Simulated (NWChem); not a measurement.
System: BF$_{2}$, doublet; SMILES F[B]F

NWChem input:

```
start job
memory heap 200 mb stack 900 mb global 1100 mb
geometry units angstroms noautoz
  F      1.136628     0.000000    -0.131689
  B      0.000000     0.000000     0.512857
  F     -1.136628     0.000000    -0.131689
end
basis spherical
  * library def2-svp
end
dft
  odft
  mult 2
  xc r2scan
  iterations 200
end
task dft gradient
```

NWChem printed, in part:

```
             Northwest Computational Chemistry Package (NWChem) 7.3.0
             --------------------------------------------------------

 C2V symmetry detected

                             Geometry "geometry" -> ""
                             -------------------------

 Output coordinates in angstroms (scale by  1.889725989 to convert to a.u.)

  No.       Tag          Charge          X              Y              Z
 ---- ---------------- ---------- -------------- -------------- --------------
    1 F                    9.0000     1.13662800     0.00000000    -0.14011870
    2 B                    5.0000     0.00000000     0.00000000     0.50442730
    3 F                    9.0000    -1.13662800     0.00000000    -0.14011870

 Effective nuclear repulsion energy (a.u.)      55.3040839151

      Symmetry information
      --------------------

 Group name             C2v
 Group number             16
 Group order               4
 No. of unique centers     2

                                 NWChem DFT Module
                                 -----------------

 Summary of "ao basis" -> "ao basis" (spherical)
 ------------------------------------------------------------------------------
       Tag                 Description            Shells   Functions and Types
 ---------------- ------------------------------  ------  ---------------------
 F                          def2-svp                 6       14   3s2p1d
 B                          def2-svp                 6       14   3s2p1d

      Symmetry analysis of basis
      --------------------------

        a1         17
        a2          5
        b1         13
        b2          7

            General Information
            -------------------
          SCF calculation type: DFT
          Wavefunction type:  spin polarized.
          No. of atoms     :     3
          No. of electrons :    23
           Alpha electrons :    12
            Beta electrons :    11
          Charge           :     0
          Spin multiplicity:     2
          Use of symmetry is: on ; symmetry adaption is: on
          Maximum number of iterations: 200
          AO basis - number of functions:    42
                     number of shells:    18
          Convergence on energy requested:  1.00D-06
          Convergence on density requested:  1.00D-05
          Convergence on gradient requested:  5.00D-04

              XC Information
              --------------
                      r^2SCAN Method XC Functional
               r^2SCAN metaGGA Exchange Functional  1.000
                     r^2SCAN Correlation Potential  1.000

             Grid Information
             ----------------
          Grid used for XC integration:  medium
          Radial quadrature: Mura-Knowles
          Angular quadrature: Lebedev.
          Tag              B.-S. Rad. Rad. Pts. Rad. Cut. Ang. Pts.
          ---              ---------- --------- --------- ---------
          F                   0.50       49           6.0       434
          B                   0.85       49           5.0       434
          Grid pruning is: on
          Number of quadrature shells:    98
          Spatial weights used:  Erf1

      Superposition of Atomic Density Guess
      -------------------------------------

 Sum of atomic energies:        -223.08901740

      Non-variational initial energy
      ------------------------------

 Total energy =    -223.631378
 1-e energy   =    -419.842327
 2-e energy   =     140.906864
 HOMO         =      -0.152063
 LUMO         =       0.088639

   Symmetry analysis of molecular orbitals - initial alpha
   -------------------------------------------------------

  Numbering of irreducible representations:

     1 a1          2 a2          3 b1          4 b2

  Orbital symmetries:

     1 a1          2 b1          3 a1          4 a1          5 b1
     6 a1          7 b1          8 a1          9 b2         10 a2
    11 b1         12 a1         13 b2         14 a1         15 b1
    16 a1         17 b2         18 a1         19 b1         20 b2
    21 a1         22 a1

   Symmetry analysis of molecular orbitals - initial beta
   ------------------------------------------------------

  Numbering of irreducible representations:

     1 a1          2 a2          3 b1          4 b2

  Orbital symmetries:

     1 a1          2 b1          3 a1          4 a1          5 b1
     6 a1          7 b1          8 a1          9 b2         10 a2
    11 b1         12 a1         13 b2         14 a1         15 b1
    16 a1         17 b2         18 a1         19 b1         20 b2
    21 a1         22 a1

   convergence    iter        energy       DeltaE   RMS-Dens  Diis-err
 ---------------- ----- ----------------- --------- --------- ---------
 d= 0,ls=0.0,diis     1   -224.2134212725 -2.80D+02  1.75D-02  1.59D-01
                                                     1.23D-02  1.42D-01
 d= 0,ls=0.0,diis     2   -224.1425785936  7.08D-02  7.33D-03  4.16D-01
                                                     7.36D-03  4.23D-01
 d= 0,ls=0.0,diis     3   -224.2949228736 -1.52D-01  1.07D-03  4.47D-03
                                                     9.75D-04  4.07D-03
 d= 0,ls=0.0,diis     4   -224.2961946179 -1.27D-03  4.53D-04  2.02D-04
                                                     1.86D-04  1.89D-04
 d= 0,ls=0.0,diis     5   -224.2962828893 -8.83D-05  6.04D-05  3.17D-06
                                                     3.49D-05  9.55D-07
  Resetting Diis
 d= 0,ls=0.0,diis     6   -224.2962845470 -1.66D-06  4.13D-06  1.85D-08
                                                     9.13D-06  1.10D-07
 d= 0,ls=0.0,diis     7   -224.2962846027 -5.57D-08  1.84D-06  4.44D-09
                                                     7.29D-07  1.79D-09

         Total DFT energy =     -224.296284602712
      One electron energy =     -420.880974932265
           Coulomb energy =      166.181426445791
    Exchange-Corr. energy =      -24.900820031306
 Nuclear repulsion energy =       55.304083915068

 Numeric. integr. density =       23.000000959133

                  Occupations of the irreducible representations
                  ----------------------------------------------

                     irrep           alpha         beta
                     --------     --------     --------
                     a1                6.0          5.0
                     a2                1.0          1.0
                     b1                4.0          4.0
                     b2                1.0          1.0

                    DFT Final Alpha Molecular Orbital Analysis
                    ------------------------------------------

 Vector   10  Occ=1.000000D+00  E=-4.162242D-01  Symmetry=a2
              MO Center=  1.2D-15,  5.4D-15, -1.2D-01, r^2= 1.7D+00
   Bfn.  Coefficient  Atom+Function         Bfn.  Coefficient  Atom+Function
  ----- ------------  ---------------      ----- ------------  ---------------
     5      0.479065  1 F  py                33     -0.479065  3 F  py
     8     -0.322686  1 F  py                36      0.322686  3 F  py
    24     -0.049920  2 B  d -2

 Vector   11  Occ=1.000000D+00  E=-4.019198D-01  Symmetry=b1
              MO Center=  1.3D-14, -4.4D-15, -9.9D-02, r^2= 1.8D+00
   Bfn.  Coefficient  Atom+Function         Bfn.  Coefficient  Atom+Function
  ----- ------------  ---------------      ----- ------------  ---------------
     4      0.345054  1 F  px                 6      0.345905  1 F  pz
    32      0.345054  3 F  px                34     -0.345905  3 F  pz
     9     -0.235453  1 F  pz                37      0.235453  3 F  pz
     7     -0.211669  1 F  px                35     -0.211669  3 F  px
    21     -0.067127  2 B  px                27      0.049438  2 B  d  1

 Vector   12  Occ=1.000000D+00  E=-2.221156D-01  Symmetry=a1
              MO Center= -1.3D-17,  2.4D-16,  8.8D-01, r^2= 1.5D+00
   Bfn.  Coefficient  Atom+Function         Bfn.  Coefficient  Atom+Function
  ----- ------------  ---------------      ----- ------------  ---------------
    20     -0.471098  2 B  pz                17      0.466477  2 B  s
    16      0.403614  2 B  s                  6      0.246542  1 F  pz
    34      0.246542  3 F  pz                 9     -0.185362  1 F  pz
    37     -0.185362  3 F  pz                23      0.173386  2 B  pz
    15      0.163240  2 B  s                  3     -0.087332  1 F  s

 Vector   13  Occ=0.000000D+00  E=-4.845211D-02  Symmetry=b2
              MO Center= -8.8D-16, -1.2D-16,  4.8D-01, r^2= 1.8D+00
   Bfn.  Coefficient  Atom+Function         Bfn.  Coefficient  Atom+Function
  ----- ------------  ---------------      ----- ------------  ---------------
    19      0.659104  2 B  py                22     -0.520957  2 B  py
     5     -0.267501  1 F  py                33     -0.267501  3 F  py
     8      0.243661  1 F  py                36      0.243661  3 F  py
    25     -0.042423  2 B  d -1

[...]

                         DFT ENERGY GRADIENTS

    atom               coordinates                        gradient
                 x          y          z           x          y          z
   1 F       2.147915   0.000000  -0.264786   -0.004375   0.000000   0.002508
   2 B       0.000000   0.000000   0.953229    0.000000   0.000000  -0.005017
   3 F      -2.147915   0.000000  -0.264786    0.004375  -0.000000   0.002508
```

Level: r2SCAN/def2-SVP, spin-unrestricted. In the optimisation the excess spin sits in a1 (C2v, its own frame). Geometry: optimised at PBE0/def2-SVP, spin-unrestricted. No stability test was run on the SCF state.
